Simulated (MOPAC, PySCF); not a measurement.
Ligand exchange on a metal centre used in film growth or etching (Ta Cl-F). All species are isolated molecules in the gas phase.

Quantity: redistribution energy (mixed species minus the weighted end members), in kJ/mol. Semi-empirical values (MOPAC) are differences of heats of formation.

Level 1: B3LYP-D3(BJ)/def2-TZVP // PBE-D3(BJ)/def2-SVP (PySCF)
Level 2: PBE-D3(BJ)/def2-TZVP // PBE-D3(BJ)/def2-SVP (PySCF)
Level 3: B3LYP/6-311+G** (LANL2DZ on Ta) // PBE-D3(BJ)/def2-SVP (PySCF)
Level 4: PM6 // PBE-D3(BJ)/def2-SVP (MOPAC)

| species | level 1 | level 2 | level 3 | level 4 |
|---|---|---|---|---|
| 1 of 5 Cl replaced by F: [Ta(Cl)4(F)] | 0.04 | -0.15 | -3.89 | -31.71 |
| 4 of 5 Cl replaced by F: [Ta(Cl)(F)4] | 2.48 | 2.13 | 0.68 | -11.63 |
| 2 of 5 Cl replaced by F: [Ta(Cl)3(F)2] | 3.64 | 2.57 | 1.17 | -20.06 |
| 3 of 5 Cl replaced by F: [Ta(Cl)2(F)3] | -1.30 | -1.30 | -1.39 | -37.07 |
